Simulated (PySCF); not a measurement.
PySCF input file for NiO3, SMILES [O]1[O][Ni]1=[O], multiplicity 1, TDDFT-ωB97X/def2-SVPD. Geometry: B3LYP-D3(BJ)/def2-SVP. The multiplicity is an assumed one; other spin states were not compared.

```python
import numpy as np
from pyscf import gto, scf, dft, tdscf

mol = gto.M(
    atom='''
    Ni    0.10048938    0.27414743    0.00000000
    O    -0.19476143    1.85580044    0.00000000
    O     0.58329642   -1.37435124    0.00000000
    O    -0.74024782   -1.44096519    0.00000000
    ''',
    basis='def2-SVPD',
    charge=0,
    spin=0,
    symmetry=True,
    max_memory=1600,
    verbose=4,
)
mf = dft.RKS(mol, xc='wb97x').density_fit(auxbasis='def2-universal-jkfit')
mf.grids.level = 3
mf.conv_tol = 1e-9
mf.max_cycle = 100
mf.kernel()
mf.grids = dft.Grids(mol).set(level=1).build(with_non0tab=True)  # coarser grid for the response kernel
td = tdscf.TDDFT(mf)
td.singlet = True
td.nstates = 10
td.conv_tol = 1e-4
td.positive_eig_threshold = 1e-6
td.kernel(x0=td.get_init_guess(mf, 15))
td.analyze()
tt = tdscf.TDA(mf)
tt.singlet = False
tt.nstates = 4
tt.conv_tol = 1e-4
tt.positive_eig_threshold = 1e-6
tt.kernel(x0=tt.get_init_guess(mf, 9))
tt.analyze(verbose=3)
```

It prints:

```
PySCF version 2.14.0

[INPUT] verbose = 4
[INPUT] num. atoms = 4
[INPUT] num. electrons = 52
[INPUT] charge = 0
[INPUT] spin (= nelec alpha-beta = 2S) = 0
[INPUT] symmetry True subgroup None
[INPUT] Mole.unit = angstrom
[INPUT] Symbol           X                Y                Z      unit          X                Y                Z       unit  Magmom
[INPUT]  1 Ni     0.100489380000   0.274147430000   0.000000000000 AA    0.189897406627   0.518063560453   0.000000000000 Bohr   0.0
[INPUT]  2 O     -0.194761430000   1.855800440000   0.000000000000 AA   -0.368045762329   3.506954573447   0.000000000000 Bohr   0.0
[INPUT]  3 O      0.583296420000  -1.374351240000   0.000000000000 AA    1.102270483239  -2.597147442556   0.000000000000 Bohr   0.0
[INPUT]  4 O     -0.740247820000  -1.440965190000   0.000000000000 AA   -1.398865644106  -2.723029564132   0.000000000000 Bohr   0.0

nuclear repulsion = 250.62005208592
point group symmetry = Cs
symmetry origin: [3.41607085e-17 4.36090651e-09 0.00000000e+00]
symmetry axis x: [ 1.0000000e+00 -5.1146331e-10  0.0000000e+00]
symmetry axis y: [5.1146331e-10 1.0000000e+00 0.0000000e+00]
symmetry axis z: [0. 0. 1.]
num. orbitals of irrep A' = 71
num. orbitals of irrep A" = 32
number of shells = 39
number of NR pGTOs = 175
number of NR cGTOs = 103
basis = def2-SVPD
ecp = {}


[settings echo left out]
init E= -1732.64675350071
HOMO (A') = 0.0987911049315331  LUMO (A") = 0.102223657729725  gap/eV = 0.09340
cycle= 1 E= -1708.75004582926  delta_E= 23.9  |g|= 7.15  |ddm|= 34.7
HOMO (A") = -1.48291121276356  LUMO (A') = -1.04361216912023  gap/eV = 11.95394
cycle= 2 E= -1677.58639618377  delta_E= 31.2  |g|= 10.6  |ddm|= 36.7
HOMO (A') = -0.867957018275191  LUMO (A") = -0.82032401486565  gap/eV = 1.29616
cycle= 3 E= -1725.10380993991  delta_E= -47.5  |g|= 5.41  |ddm|= 13.7
HOMO (A') = -0.395867307909436  LUMO (A') = -0.225057010599497  gap/eV = 4.64798
cycle= 4 E= -1728.20004195123  delta_E= -3.1  |g|= 4.48  |ddm|=  4.4
HOMO (A') = -0.374252451121872  LUMO (A") = -0.269410640226695  gap/eV = 2.85289
cycle= 5 E= -1730.47743927485  delta_E= -2.28  |g|= 3.18  |ddm|=  3.9
HOMO (A") = -0.482039844708302  LUMO (A") = -0.371254546498275  gap/eV = 3.01462
cycle= 6 E= -1731.02357380515  delta_E= -0.546  |g|= 3.23  |ddm|=  3.2
HOMO (A") = -0.454803057348194  LUMO (A") = -0.407929125767192  gap/eV = 1.27550
cycle= 7 E= -1732.64967546126  delta_E= -1.63  |g|=  2.1  |ddm|= 1.62
HOMO (A") = -0.478562517899437  LUMO (A") = -0.326555500745024  gap/eV = 4.13632
cycle= 8 E= -1732.61492644133  delta_E= 0.0347  |g|= 2.18  |ddm|= 0.573
HOMO (A") = -0.478904842399392  LUMO (A") = -0.326655057081929  gap/eV = 4.14293
cycle= 9 E= -1732.61423701231  delta_E= 0.000689  |g|= 2.18  |ddm|= 0.00585
HOMO (A") = -0.0528992505811159  LUMO (A') = 0.0338072243452077  gap/eV = 2.35940
cycle= 10 E= -1729.80462505435  delta_E= 2.81  |g|= 4.92  |ddm|= 3.16
HOMO (A") = -0.355764002005014  LUMO (A") = -0.16994773224049  gap/eV = 5.05632
cycle= 11 E= -1733.20398088894  delta_E= -3.4  |g|= 0.945  |ddm|= 2.78
HOMO (A") = -0.406050465374375  LUMO (A") = -0.192538579179237  gap/eV = 5.80995
cycle= 12 E= -1733.33252542198  delta_E= -0.129  |g|= 0.362  |ddm|= 0.609
HOMO (A") = -0.380785672733241  LUMO (A") = -0.152599412016789  gap/eV = 6.20926
cycle= 13 E= -1733.35160743651  delta_E= -0.0191  |g|= 0.131  |ddm|= 0.187
HOMO (A") = -0.381546217046317  LUMO (A") = -0.15511744923896  gap/eV = 6.16144
cycle= 14 E= -1733.35431939358  delta_E= -0.00271  |g|= 0.113  |ddm|= 0.111
HOMO (A") = -0.382033767278788  LUMO (A") = -0.155683260633497  gap/eV = 6.15931
cycle= 15 E= -1733.35812837909  delta_E= -0.00381  |g|= 0.0301  |ddm|= 0.149
HOMO (A") = -0.382663744436647  LUMO (A") = -0.154586769198516  gap/eV = 6.20629
cycle= 16 E= -1733.35984502697  delta_E= -0.00172  |g|= 0.0211  |ddm|= 0.122
HOMO (A") = -0.382907315604048  LUMO (A") = -0.154015993690106  gap/eV = 6.22845
cycle= 17 E= -1733.36133712922  delta_E= -0.00149  |g|= 0.0181  |ddm|= 0.114
HOMO (A") = -0.382785463635464  LUMO (A") = -0.153460109572952  gap/eV = 6.24026
cycle= 18 E= -1733.36228272763  delta_E= -0.000946  |g|= 0.0188  |ddm|= 0.0767
HOMO (A") = -0.386381080338015  LUMO (A") = -0.148072792083519  gap/eV = 6.48470
cycle= 19 E= -1733.36617821686  delta_E= -0.0039  |g|= 0.0243  |ddm|= 0.365
HOMO (A") = -0.381649007849902  LUMO (A") = -0.150811127722296  gap/eV = 6.28142
cycle= 20 E= -1733.36661578999  delta_E= -0.000438  |g|= 0.0321  |ddm|= 0.0742
HOMO (A") = -0.385762790709398  LUMO (A") = -0.1437609727382  gap/eV = 6.58520
cycle= 21 E= -1733.36842277273  delta_E= -0.00181  |g|= 0.00754  |ddm|= 0.255
HOMO (A") = -0.385408319554827  LUMO (A") = -0.145750584324796  gap/eV = 6.52142
cycle= 22 E= -1733.36848196754  delta_E= -5.92e-05  |g|= 0.0196  |ddm|= 0.0307
HOMO (A") = -0.385611969174833  LUMO (A") = -0.143988460896638  gap/eV = 6.57491
cycle= 23 E= -1733.36879246029  delta_E= -0.00031  |g|= 0.0179  |ddm|= 0.108
HOMO (A") = -0.388074263028112  LUMO (A") = -0.141277437431809  gap/eV = 6.71568
cycle= 24 E= -1733.36887457425  delta_E= -8.21e-05  |g|= 0.00451  |ddm|= 0.0841
HOMO (A") = -0.388240455827063  LUMO (A") = -0.141313613056723  gap/eV = 6.71922
cycle= 25 E= -1733.36888346952  delta_E= -8.9e-06  |g|= 0.00523  |ddm|= 0.0137
HOMO (A") = -0.387516318485854  LUMO (A") = -0.142139301985491  gap/eV = 6.67705
cycle= 26 E= -1733.36888935901  delta_E= -5.89e-06  |g|= 0.00153  |ddm|= 0.0178
HOMO (A") = -0.387818897878597  LUMO (A") = -0.141732703347707  gap/eV = 6.69635
cycle= 27 E= -1733.368890126  delta_E= -7.67e-07  |g|= 0.0013  |ddm|= 0.00975
HOMO (A") = -0.387853829551057  LUMO (A") = -0.141684998790452  gap/eV = 6.69860
cycle= 28 E= -1733.36889021222  delta_E= -8.62e-08  |g|= 0.00135  |ddm|= 0.000885
HOMO (A") = -0.387706536589747  LUMO (A") = -0.141923237295202  gap/eV = 6.68810
cycle= 29 E= -1733.36889100197  delta_E= -7.9e-07  |g|= 0.00018  |ddm|= 0.00604
HOMO (A") = -0.3877060046445  LUMO (A") = -0.141898728381757  gap/eV = 6.68876
cycle= 30 E= -1733.36889108313  delta_E= -8.12e-08  |g|= 6.44e-05  |ddm|= 0.00179
HOMO (A") = -0.387691706142082  LUMO (A") = -0.141908836855538  gap/eV = 6.68809
cycle= 31 E= -1733.3688910917  delta_E= -8.57e-09  |g|= 3.58e-05  |ddm|= 0.000519
HOMO (A") = -0.387684141472554  LUMO (A") = -0.141912880853074  gap/eV = 6.68778
cycle= 32 E= -1733.36889109399  delta_E= -2.29e-09  |g|= 2.77e-05  |ddm|= 0.000208
HOMO (A") = -0.387679409238022  LUMO (A") = -0.141915221197056  gap/eV = 6.68758
cycle= 33 E= -1733.36889109554  delta_E= -1.55e-09  |g|= 1.77e-05  |ddm|= 0.000181
HOMO (A") = -0.387680189808179  LUMO (A") = -0.141916868482166  gap/eV = 6.68756
cycle= 34 E= -1733.36889109595  delta_E= -4.12e-10  |g|= 8.18e-06  |ddm|= 0.000101
HOMO (A") = -0.387679953111327  LUMO (A") = -0.141914773402754  gap/eV = 6.68761
Extra cycle  E= -1733.36889109599  delta_E= -3.59e-11  |g|= 1.18e-05  |ddm|= 2.02e-05
converged SCF energy = -1733.36889109599
tot grids = 22984
Overwritten attributes  positive_eig_threshold  of <class 'pyscf.tdscf.rks.TDDFT'>


******** <class 'pyscf.tdscf.rks.TDDFT'> for <class 'pyscf.df.df_jk.DFSymAdaptedRKS'> ********
nstates = 10 singlet
deg_eia_thresh = 1.000e-03
wfnsym = None
conv_tol = 0.0001
eigh lindep = 1e-12
eigh level_shift = 0
eigh max_cycle = 100


[traceback left out]
numpy.linalg.LinAlgError: 7-th leading minor of the array is not positive definite

During handling of the above exception, another exception occurred:

[traceback left out]
RuntimeError: This error is often caused by a problematic SCF solution, such as a saddle-point solution.
```

The run crashed.
